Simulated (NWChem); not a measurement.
System: PbSiH$_{3}$F, singlet; SMILES [SiH3][Pb][F]

Low-valent species are run as closed-shell singlets; no triplet was tried in these runs. def2 effective core potentials on Pb; no spin-orbit coupling.

Question: Give the equilibrium geometry at PBE0/def2-SVP with def2 effective core potentials on Pb (NWChem) as an XYZ file, with the point group.

Answer: point group C1; any orientation.
```
6

Pb    -0.1966     0.4480    -0.1711
F      1.8193     0.6752     0.2250
Si     0.0931    -2.3000    -0.0352
H      0.6050    -2.6898     1.3201
H      1.1019    -2.7601    -1.0456
H     -1.1687    -3.0781    -0.2765
```
